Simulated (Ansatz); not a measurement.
## A saddle search, step by step

CH4ClGa, closed shell, revPBE-D4/pcseg-2 (Ansatz 0.2.0). Settings; a guess of the unstable mode was typed too, and convergence needs a confirmed negative curvature besides the force tolerance:

```yaml
hamiltonian: {xc: {name: revPBE}, dispersion: d4}
saddle:
  f_tol: 0.05
  max_steps: 40
```

Start:

```tsv
atom	x (Å)	y (Å)	z (Å)
Ga1	-0.8277	-0.6415	-0.1930
Cl2	0.9627	-1.6582	-1.7204
H3	-0.5532	-1.8859	-1.2842
C4	-0.0252	0.8652	0.7274
H5	-0.7959	1.3424	1.3355
H6	0.3320	1.5809	-0.0770
H7	0.7801	0.5146	1.2671
```

```
step  energy less the last (meV)  largest force component (eV/Å)
   1                       190.4                           2.100
   2                        42.3                           0.562
   3                        11.6                           0.304
   4                         2.1                           0.143
   5                         2.1                           0.116
   6                         0.1                           0.032
   7                         0.0                           0.003
```

Step 3, positions (Å) and forces (eV/Å):

```json
{"atom": "Ga1", "x": "-0.878", "y": "-0.672", "z": "-0.205", "Fx": "-0.237", "Fy": "-0.185", "Fz": "-0.037"}
{"atom": "Cl2", "x": "0.999", "y": "-1.683", "z": "-1.749", "Fx": "0.263", "Fy": "-0.049", "Fz": "-0.140"}
{"atom": "H3", "x": "-0.562", "y": "-1.908", "z": "-1.305", "Fx": "-0.131", "Fy": "-0.006", "Fz": "0.040"}
{"atom": "C4", "x": "-0.047", "y": "0.875", "z": "0.700", "Fx": "0.063", "Fy": "0.198", "Fz": "0.304"}
{"atom": "H5", "x": "-0.769", "y": "1.381", "z": "1.358", "Fx": "0.026", "Fy": "0.006", "Fz": "-0.035"}
{"atom": "H6", "x": "0.322", "y": "1.585", "z": "-0.049", "Fx": "0.027", "Fy": "0.075", "Fz": "-0.102"}
{"atom": "H7", "x": "0.809", "y": "0.539", "z": "1.305", "Fx": "-0.011", "Fy": "-0.038", "Fz": "-0.030"}
```

Step 4, positions (Å) and forces (eV/Å):

```json
{"atom": "Ga1", "x": "-0.890", "y": "-0.680", "z": "-0.201", "Fx": "-0.064", "Fy": "-0.032", "Fz": "-0.011"}
{"atom": "Cl2", "x": "1.017", "y": "-1.694", "z": "-1.764", "Fx": "0.075", "Fy": "-0.025", "Fz": "-0.050"}
{"atom": "H3", "x": "-0.563", "y": "-1.909", "z": "-1.307", "Fx": "-0.028", "Fy": "0.014", "Fz": "0.024"}
{"atom": "C4", "x": "-0.050", "y": "0.884", "z": "0.709", "Fx": "0.120", "Fy": "0.021", "Fz": "0.121"}
{"atom": "H5", "x": "-0.765", "y": "1.400", "z": "1.363", "Fx": "0.002", "Fy": "-0.021", "Fz": "0.041"}
{"atom": "H6", "x": "0.314", "y": "1.591", "z": "-0.050", "Fx": "0.038", "Fy": "-0.034", "Fz": "-0.021"}
{"atom": "H7", "x": "0.810", "y": "0.526", "z": "1.306", "Fx": "-0.143", "Fy": "0.078", "Fz": "-0.106"}
```

Step 6, positions (Å) and forces (eV/Å):

| atom | x | y | z | Fx | Fy | Fz |
| --- | --- | --- | --- | --- | --- | --- |
| Ga1 | -0.895 | -0.681 | -0.201 | -0.001 | 0.019 | 0.012 |
| Cl2 | 1.025 | -1.702 | -1.773 | 0.003 | -0.012 | -0.011 |
| H3 | -0.562 | -1.907 | -1.307 | 0.011 | 0.011 | 0.005 |
| C4 | -0.053 | 0.888 | 0.713 | 0.016 | -0.032 | 0.014 |
| H5 | -0.763 | 1.404 | 1.373 | -0.003 | 0.004 | -0.002 |
| H6 | 0.317 | 1.585 | -0.053 | -0.005 | 0.003 | -0.005 |
| H7 | 0.805 | 0.530 | 1.303 | -0.021 | 0.006 | -0.015 |

Last step (7):

```csv
atom,x (Å),y (Å),z (Å)
Ga1,-0.8905,-0.6788,-0.2018
Cl2,1.0275,-1.7083,-1.7771
H3,-0.5653,-1.9041,-1.3044
C4,-0.0534,0.8880,0.7142
H5,-0.7645,1.4032,1.3732
H6,0.3145,1.5861,-0.0520
H7,0.8045,0.5315,1.3032
```

The run took about 75 s on 2 CPU threads (shared host).
